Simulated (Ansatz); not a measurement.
`N[BH][GeH]([OH])[F]` + `CBN` → `CBNBN` + `[OH][GeH2][F]`  (cleavage of the B–Ge bond)

Calculated with Ansatz (gas phase, PBE0-D4/def2-TZVP geometries, no zero-point term in ΔE). CCSD(T)/CBS is the MP2 limit (def2-TZVPP, def2-QZVPP) plus CCSD(T) − MP2 in def2-TZVPP, frozen cores. Functionals use def2-TZVPP. For Ge outer-core shells are correlated without core-valence functions, which leaves a few kJ/mol of doubt a bond. Scalar relativity is left out up to krypton. Each species was taken in one conformer, which may not be the lowest.

Q: Is it downhill or uphill in electronic energy at CCSD(T)/CBS, and by how much? (Estimate.)

A: Computed: Downhill: ΔE = -66.6 kJ/mol.

Q: What do these levels give: PBE-D4, ωB97M-V, PBE, PBE0, HF/def2-TZVPP, SCS-MP2/def2-QZVPP? (Estimate.)

A: Computed: PBE-D4 -57.0, ωB97M-V -69.0, PBE -57.1, PBE0 -64.7, HF/def2-TZVPP -90.3, SCS-MP2/def2-QZVPP -73.3 kJ/mol.

Largest T1 diagnostic among the species: 0.013.

From PBE to PBE0 (25 % exact exchange), in def2-TZVPP and without D4, ΔE moves by −7.6 kJ/mol. In def2-TZVPP, CCSD(T) changes the Hartree–Fock value by +21.7 kJ/mol (the triples alone add +2.4 kJ/mol) and MP2 by +18.1 kJ/mol.
